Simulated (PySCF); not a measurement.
A structure optimised at B3LYP-D3(BJ)/def2-SVP, used in a PySCF frequency run:

```xyz
9

Si     0.0351     0.2469     0.0000
Cl    -2.0233     0.6270     0.0000
Cl     0.8466     1.1452     1.6752
Cl     0.8466     1.1452    -1.6752
B      0.2123    -1.7697     0.0000
O      1.4464    -2.3168     0.0000
O     -0.9016    -2.5438     0.0000
H      1.4270    -3.2861     0.0000
H     -1.7250    -2.0343     0.0000
```

Q: Write its SMILES, formula and point group.

A: OB(O)[Si](Cl)(Cl)Cl, BCl₃H₂O₂Si, Cs

Q: What are its rotational constants (standard atomic weights)?

A: 1.1308, 0.92630, 0.84998 GHz
